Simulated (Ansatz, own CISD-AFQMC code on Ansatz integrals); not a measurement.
Isomers of H5B2N. Gas-phase values, no solvent. One relaxed conformer stands for each flexible species; it need not be the lowest. Strings in code marks are SMILES.

Quantity: electronic energy of isomers of H5B2N relative to `BNB`, in eV. AFQMC values (own CISD-AFQMC code on Ansatz (a quantum-chemistry and plane-wave program) integrals) carry a statistical error of up to ±0.013 eV (one standard error) and the bias of the phaseless constraint.

Case: `BBN`. Geometry of `BBN` (neutral, multiplicity 1, Å):

```xyz
8

B      1.3901    -0.2151     0.0200
B     -0.1448     0.3966     0.2128
N     -1.3568    -0.1333    -0.2166
H      2.0910     0.0952    -0.9046
H      1.9101    -0.9110     0.8493
H     -0.2047     1.4476     0.8099
H     -1.4451    -0.9982    -0.7218
H     -2.2397     0.3181    -0.0490
```

**Question.** What electronic energy of isomers of H5B2N relative to `BNB` does composite: frozen-core CCSD(T) with HF/cc-pVQZ and the correlation energy extrapolated as X^-3 from cc-pVTZ and cc-pVQZ, plus phaseless AFQMC minus CCSD(T) in cc-pVDZ // PBE0-D3(BJ)/def2-TZVP (Ansatz) give?

**Answer.** 1.35 eV.
